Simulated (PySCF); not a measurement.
## GaN: one state, many levels of theory

State: ³Σ⁻ (triplet), unpaired electrons π ↑↑. Set-up: Ga 6-31G(d,p), N 6-31G(d,p); no relativity (PySCF 2.14). De refers to Ga + N in their high-spin ground configurations, without counterpoise correction. The functionals are run spin-unrestricted. A positive dipole means Ga(−)N(+).

| Level | Re (Å) | ωe (cm⁻¹) | De (eV) | μ (D) |
| --- | --- | --- | --- | --- |
| UHF | 2.003 | 527 | 0.453 | -1.78 |
| UHF-MP2 | 2.000 | 539 | 1.51 | n/a |
| UHF-SCS-MP2 | 2.008 | 530 | 1.51 | n/a |
| UHF-CCSD | 2.017 | 511 | 1.50 | n/a |
| UHF-CCSD(T) | 2.021 | 505 | 1.58 | n/a |
| LDA | 1.998 | 516 | 2.78 | -1.28 |
| PBE | 2.035 | 488 | 2.42 | -1.42 |
| r²SCAN | 2.014 | 505 | 2.08 | -1.46 |
| TPSSh | 2.016 | 511 | 2.24 | -1.49 |
| PBE0 | 2.009 | 516 | 2.11 | -1.56 |
| r²SCAN0 | 1.998 | 523 | 1.87 | -1.57 |
| CAM-B3LYP | 1.996 | 532 | 2.17 | -1.60 |

Problem. Which functional lies closest to UHF-CCSD(T) in De, which farthest, and by how much do they differ from it?

Solution. Closest is r²SCAN0 (-2.3 pm in Re, +3.6 % in ωe, +0.29 eV in De against UHF-CCSD(T) in the same basis), farthest LDA (-2.3 pm in Re, +2.2 % in ωe, +1.20 eV in De). CCSD(T) converges more slowly with the basis than the functionals do and binds too weakly in this one, so the order can change at the basis-set limit.

Problem. What does a quarter of exact exchange do here, going from PBE to PBE0?

Solution. PBE0 less PBE: -2.6 pm in Re, +5.7 % in ωe, -0.31 eV in De. Exact exchange removes part of the self-interaction that spreads semilocal densities, and in most molecules shortens and stiffens the bond and lowers De; so it does here.

Problem. What does a quarter of exact exchange do here, going from r²SCAN to r²SCAN0?

Solution. r²SCAN0 less r²SCAN: -1.6 pm in Re, +3.6 % in ωe, -0.21 eV in De. Exact exchange removes part of the self-interaction that spreads semilocal densities, and in most molecules shortens and stiffens the bond and lowers De; so it does here.

Correlated steps freeze 10 core orbitals. Correlated levels converge slowly with the basis: in double zeta they bind strong bonds too weakly, by up to about 1 eV, and carry superposition errors of some tenths. Spin–orbit coupling is left out. The state is the lowest determinant that a PBE0 search found; another state may lie lower at other levels.

The whole job (state search and all levels along the bond) took about 2.1 min on 1 thread of Arm Neoverse V2 (shared host), peak memory 0.54 GiB.
